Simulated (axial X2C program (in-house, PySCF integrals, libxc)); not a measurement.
## AuCl: computed against measured constants

All values were computed with an axial X2C code built on PySCF integrals. Spin-free means the one-electron spin-free X2C Hamiltonian; two-component (2c) means X2C with spin–orbit coupling and atomic mean-field two-electron Coulomb and Gaunt terms, so the difference of the two also holds small scalar two-electron terms. Basis: Au dyall-cv3z [13s14p9d6f4g], Cl dyall-av3z [9s8p3d2f] (cores contracted in-house); Gaussian nuclei, density fitting, unrestricted open shells. Masses: Au 196.967 u, Cl 34.969 u.

```
Hamiltonian    level  ωe (cm⁻¹)  De (eV)
  spin-free     PBE0      371.2     2.90
  spin-free       HF      335.2     1.71
  spin-free      MP2      392.6     2.93
  spin-free     CCSD      368.4     2.71
  spin-free  CCSD(T)      369.2     2.81
  spin-free      M06      355.9     2.91
  spin-free    B3LYP      354.2     2.72
  spin-free    B97-3      354.3     2.83
         2c     PBE0      374.3     2.93
         2c       HF      337.9     1.83
         2c      MP2      395.3     2.92
         2c     CCSD      371.0     2.71
         2c  CCSD(T)      371.8     2.80
         2c      M06      358.5     2.91
         2c    B3LYP      357.4     2.75
         2c    B97-3      357.4     2.83
```

De refers to Au + Cl.

Correlated methods: 18 electrons correlated (number of frozen shells: Au 5 s, 4 p, 2 d, 1 f; Cl 2 s, 1 p), 286 virtual spin orbitals or spinors in MP2, 140 natural virtuals in coupled cluster.

Measured (Huber and Herzberg, Constants of Diatomic Molecules, 1979; state 1Σ+): ωe (cm⁻¹) 382.8.

Task: Work out the error of each level, computed minus measured.

Result: 

```csv
Hamiltonian,level,ωe (cm⁻¹)
spin-free,PBE0,-11.6
spin-free,HF,-47.6
spin-free,MP2,9.8
spin-free,CCSD,-14.4
spin-free,CCSD(T),-13.6
spin-free,M06,-26.9
spin-free,B3LYP,-28.6
spin-free,B97-3,-28.5
2c,PBE0,-8.5
2c,HF,-44.9
2c,MP2,12.5
2c,CCSD,-11.8
2c,CCSD(T),-11.0
2c,M06,-24.3
2c,B3LYP,-25.4
2c,B97-3,-25.4
```

One determinant describes the state; a PBE0 search over occupations chose it and may have missed a lower one. The closed shell is kept restricted, so the energy runs too high when the bond is stretched far. De is counted from the lowest determinant-based energies of the atoms at the same level, without counterpoise correction. Coupled cluster ran in a truncated set of natural virtual spinors; the MP2 energy of the rest was added. (T) has no such correction and the atoms are truncated less, which lowers De at CCSD(T) by a hundredth of an eV or more. In 2c an atomic determinant is not the ground J level, so De misses part of the atomic spin–orbit lowering. This holds for PBE0, B3LYP. The functionals have no current-density term, which raises determinants with orbital currents, atoms included.
